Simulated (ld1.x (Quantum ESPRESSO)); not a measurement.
PBE ultrasoft dataset for rhenium (Re), scalar-relativistic all-electron reference.

* Element: Re (Z = 75)
* Generator: ld1.x (Quantum ESPRESSO) 7.5
* Type: ultrasoft
* Functional: PBE
* Relativity: scalar-relativistic
* Frozen core: [Kr] 4d10 4f14
* Valence charge: 15
* Reference configuration: 5s2 5p6 5d5 6s1.5 6p0.5
* Partial waves: 5s (bound): rcut 1.35, rcutus 1.55 bohr; 6s (bound): rcut 1.35, rcutus 1.55 bohr; 5p (bound): rcut 1.60, rcutus 1.65 bohr; 6p (bound): rcut 1.60, rcutus 1.65 bohr; 5d (bound): rcut 1.15, rcutus 1.55 bohr; 5d channel at 0.65 Ry: rcut 1.15, rcutus 1.55 bohr
* Local potential: all-electron potential smoothed inside 1.30 bohr (lloc = -1)
* Core correction: none
* Augmentation charge: PSQ, radius 0.90 bohr

Problem. Does the generator finish with these settings?

Solution. Yes, a potential is produced and its reference levels are reproduced.

Problem. Estimate the cutoffs (Ry, on a coarse ladder) from which the occupation-weighted sum of valence levels, in a spherical-Bessel basis at the reference potential, stays within 10 and 1 mRy of its value at 400 Ry.

Solution. 40 Ry and 70 Ry.

Problem. What does a ghost test show?

Solution. No extra level below or beside the all-electron valence levels (s, p, d, f tested).

Problem. Is the overlap operator S = 1 + Σ q|β⟩⟨β| positive definite (Bessel basis up to 400 Ry)?

Solution. Yes: its lowest eigenvalue is 0.09 (p channel).

Problem. Which valence shell sets the plane-wave cutoff?

Solution. 5d: its level needs 45 Ry to come within 1 mRy, against 35 Ry for 6p.

Problem. Tests: 5s2 5p6 5d5 6s2 6p0; 5s2 5p6 5d5 6s1 6p0; 5s2 5p6 5d5 6s0 6p0; 5s2 5p6 5d4 6s2 6p0; 5s2 5p6 5d5 6s0 6p2; 5s2 5p6 5d4 6s2 6p1; 5s1 5p6 5d5 6s2 6p0. Which has the largest error in its energy relative to the reference configuration, and how large is it?

Solution. 5s1 5p6 5d5 6s2 6p0, with -162 meV (all-electron minus pseudo) on +89.41 eV.
